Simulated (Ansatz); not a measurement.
Basis-set series for `[F][In@H-]1[Cl+][In@@H-]([F])[Cl+]1`. Charge 0, multiplicity 1. In takes the def2 core potential. All single points use the PBE0-D4/def2-TZVP geometry.

```csv
functional,basis,functions,energy (Eh),HOMO (eV),LUMO (eV)
PBE0-D4,def2-SVP,126,-1500.79025,-9.50,-1.57
PBE0-D4,def2-QZVPP,478,-1501.42099,-9.63,-1.76
ωB97M-V,def2-SVP,126,-1501.08209,-11.67,0.47
ωB97M-V,def2-QZVPP,478,-1501.71277,-11.83,0.06
```

Give the rows for def2-TZVPP. (Best estimate.)

Ansatz gave: 
```json
{"functional": "PBE0-D4", "basis": "def2-TZVPP", "functions": "274", "energy (Eh)": "-1501.37806", "HOMO (eV)": "-9.62", "LUMO (eV)": "-1.72"}
{"functional": "ωB97M-V", "basis": "def2-TZVPP", "functions": "274", "energy (Eh)": "-1501.67178", "HOMO (eV)": "-11.82", "LUMO (eV)": "0.17"}
```

Positive LUMOs are unbound and depend on the basis.
